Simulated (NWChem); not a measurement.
A series in which one site is exchanged, each optimised at PBE0/def2-SVP with NWChem, gas phase unless a solvent is named. Some are not confirmed as minima by frequencies. def2 effective core potentials on Cd, I, Hg; no spin-orbit coupling.

A: [I][Hg][I] (HgI₂; site = Hg)
B: I[Se]I (SeI₂; site = Se)
C: [I][Zn][I] (ZnI2; site = Zn)
D: [Cd]([I])[I] (CdI₂; site = Cd)

| quantity | A | B | C | D |
|---|---|---|---|---|
| dipole (D), PBE0/def2-SVP | 0.00 | ___ | 0.00 | 0.00 |
| orbital gap (eV), PBE0/def2-SVP | 4.80 | ___ | 5.87 | 5.29 |
| vertical ionisation energy, ΔSCF, CAM-B3LYP/def2-SVP (eV) | 9.82 | ___ | 9.88 | 9.80 |
| static polarisability, CAM-B3LYP/def2-SVPD (bohr³) | 112.8 | ___ | 97.3 | 106.7 |
| lowest singlet excitation, CAM-B3LYP/def2-SVPD, TDA (eV) | 3.86 | ___ | 4.77 | 4.27 |

Problem. Fill in the missing entries.

Solution. 
- dipole (D), PBE0/def2-SVP, B: 0.10
- orbital gap (eV), PBE0/def2-SVP, B: 3.21
- vertical ionisation energy, ΔSCF, CAM-B3LYP/def2-SVP (eV), B: 8.73
- static polarisability, CAM-B3LYP/def2-SVPD (bohr³), B: 103.2
- lowest singlet excitation, CAM-B3LYP/def2-SVPD, TDA (eV), B: 1.96
